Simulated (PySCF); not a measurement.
Vertical excitations of a molecule C6H6O from PySCF with TDA-PBE/def2-SVPD, as energy in eV (oscillator strength): 4.11 (0.000), 4.50 (0.023), 4.96 (0.000), 5.87 (0.015), 5.93 (0.000), 6.14 (0.001), 6.34 (0.025), 6.40 (0.002), 6.67 (0.039), 6.68 (0.043). Lowest triplet (TDA): 3.57 eV. Coordinates come from a ωB97X-D3(BJ)/def2-SVP optimisation. The values are those of a single conformer.

Which molecule gave these data?
A. C=C=C1CC(=O)C1
B. C#CC1(C=O)CC1
C. C=C1C=CC=CO1
D. C#CCC1=CCO1

B, C#CC1(C=O)CC1
